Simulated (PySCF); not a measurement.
Deuteron quadrupole couplings in `C=CC[C@@]1(C=C)[SiH2][C@@H]1C`

Compound: C8H14Si.
Numbering: `[CH2:1]=[CH:2][CH2:3][C@@:4]1([CH:5]=[CH2:6])[SiH2:7][C@@H:8]1[CH3:9]` (hydrogens: H10, H11 on C1; H12 on C2; H13, H14 on C3; H15 on C5; H16, H17 on C6; H18, H19 on Si7; H20 on C8; H21, H22, H23 on C9)

Cartesian coordinates in Å at the GFN2-xTB level; atoms count from 1:
```
atom  x, y, z in Å
C1     3.0072    0.4140    1.3090
C2     1.9771    0.9068    0.6469
C3     0.5479    0.6773    1.0225
C4    -0.2114   -0.0502   -0.0797
C5    -0.6297    0.7589   -1.2269
C6    -0.3846    2.0451   -1.4431
Si7    0.3040   -1.8642   -0.4327
C8    -1.2081   -1.1302    0.4136
C9    -2.6057   -1.1852   -0.1608
H10    2.8786   -0.1770    2.2020
H11    4.0235    0.5868    0.9971
H12    2.1383    1.4932   -0.2474
H13    0.0584    1.6361    1.2227
H14    0.5135    0.0876    1.9408
H15   -1.1905    0.2161   -1.9775
H16    0.1600    2.6682   -0.7553
H17   -0.7352    2.5338   -2.3367
H18    0.1420   -2.3426   -1.7934
H19    1.3446   -2.4595    0.3818
H20   -1.2357   -1.1828    1.4987
H21   -3.1366   -0.2525    0.0338
H22   -3.1634   -1.9978    0.3020
H23   -2.5990   -1.3547   -1.2345
```

Level: PBE0/pcSseg-1 (PySCF, non-relativistic); Q(2H) = 0.00286 b; rigid geometry, the same for H and D, with no vibrational averaging.

Problem. Rank these positions by the coupling χzz of a deuteron there, largest first.
A. H22 (methyl hydrogen)
B. H12 (vinylic hydrogen)
C. H11 (vinylic hydrogen)
D. H19 (Si–H hydrogen)
E. H13 (methylene hydrogen)

Solution. C (227 kHz), B (218 kHz), A (211 kHz), E (201 kHz), D (118 kHz).

Problem. What are Vzz, η and χzz (234.96 MHz × Q × Vzz) at all hydrogens?

Solution. 
```
atom  bonded to  bond length (Å)  Vzz (au)     η  χzz (kHz)
 H10         C1            1.078    0.3355  0.06        225
 H11         C1            1.077    0.3384  0.05        227
 H12         C2            1.081    0.3239  0.05        218
 H13         C3            1.095    0.2986  0.01        201
 H14         C3            1.092    0.3020  0.03        203
 H15         C5            1.083    0.3207  0.07        216
 H16         C6            1.076    0.3404  0.07        229
 H17         C6            1.077    0.3388  0.06        228
 H18        Si7            1.451    0.1740  0.08        117
 H19        Si7            1.449    0.1759  0.08        118
 H20         C8            1.087    0.3194  0.10        215
 H21         C9            1.091    0.3085  0.02        207
 H22         C9            1.089    0.3135  0.02        211
 H23         C9            1.087    0.3149  0.03        212
```

Problem. Average by the element that carries the hydrogen.

Solution. on C: 216 kHz over 12 positions, mean bond length 1.084 Å; on Si: 118 kHz over 2 positions, mean bond length 1.450 Å.

Problem. How does χzz go with the bond length over the 12 C–H bonds?

Solution. A straight-line fit has a slope of -14.9 kHz for each 0.01 Å, with a correlation coefficient of -0.99, over lengths from 1.076 to 1.095 Å. The longer bonds have the smaller couplings here.

One conformer (not necessarily the lowest) at the GFN2-xTB geometry, without solvent, vibrations or thermal averaging. GFN2-xTB bond lengths can be off by several hundredths of an ångström, more for odd bonds, and the gradients follow them. These gradients aren't converged with respect to the basis.

The run behind these numbers computed NMR shieldings as well. Time: 59 s wall (with the writing of density and orbital grids); peak memory 1.1 GiB. Hardware: an Arm Neoverse V1 with one thread, shared host with 64 logical CPUs at a one-minute load of 14.
